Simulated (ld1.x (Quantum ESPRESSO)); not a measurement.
rhodium TM: all-electron and pseudo phase curves

Rh (Z = 45), norm-conserving Troullier–Martins (Kleinman–Bylander form), made with ld1.x (Quantum ESPRESSO) 7.5 (PBE, scalar-relativistic). Core [Ar] 3d10, reference 4s2 4p6 4d8 5s1 5p0. Waves: 4p (bound): rc 1.65 bohr; 4d (bound): rc 1.25 bohr; 4s (bound): rc 1.30 bohr. Local part: the s channel. Core correction: none.

Occupied shells without a wave of their own: 5s. They enter only through the test configuration that unscreens the potential.

The phase is arctan(r·u′/u) with u = r·R(r), unwrapped; energies in Ry, scanned from -8 to 5 Ry. A pole is an energy at which the radial function vanishes at the test radius. The pseudo phase is shifted by a multiple of π to meet the all-electron one at the reference energy, and phase errors are pseudo minus all-electron; the curves can meet again beyond the range given. Levels narrower than the energy grid can be missing from the lists of poles.

```
channel  radius (bohr)  reference energy (Ry)  poles, all-electron  poles, pseudo  unbroken range about the reference energy with phases within 0.05 rad  phase error 1 Ry above the reference energy (rad)
      s           1.80                  -6.06                -5.63          -5.63                                                             below -0.4                                             -0.002
      p           1.80                  -3.71                -2.98          -2.98                                                              below 0.8                                             -0.003
      d           1.80                  -0.44                 1.26           1.22                                                              below 4.1                                             -0.003
```

The potential misses its own reference levels by up to 0.4 eV.

Phases in the s channel:

| E (Ry) | all-electron | pseudo |
| --- | --- | --- |
| -8.00 | 1.272 | 1.270 |
| -7.52 | 1.220 | 1.218 |
| -7.04 | 1.100 | 1.097 |
| -6.56 | 0.520 | 0.513 |
| -6.08 | -1.289 | -1.289 |
| -5.60 | -1.580 | -1.581 |
| -5.12 | -1.669 | -1.670 |
| -4.64 | -1.716 | -1.718 |
| -4.16 | -1.750 | -1.753 |
| -3.68 | -1.777 | -1.782 |
| -3.20 | -1.803 | -1.809 |
| -2.72 | -1.829 | -1.837 |
| -2.24 | -1.857 | -1.869 |
| -1.76 | -1.890 | -1.905 |
| -1.28 | -1.928 | -1.950 |
| -0.80 | -1.975 | -2.008 |
| -0.32 | -2.035 | -2.088 |
| 0.16 | -2.117 | -2.204 |
| 0.64 | -2.233 | -2.386 |
| 1.12 | -2.408 | -2.687 |
| 1.60 | -2.680 | -3.150 |
| 2.08 | -3.075 | -3.654 |
| 2.56 | -3.522 | -4.014 |
| 3.04 | -3.879 | -4.233 |
| 3.52 | -4.115 | -4.369 |
| 4.00 | -4.268 | -4.460 |
| 4.48 | -4.371 | -4.525 |
| 4.96 | -4.444 | -4.574 |
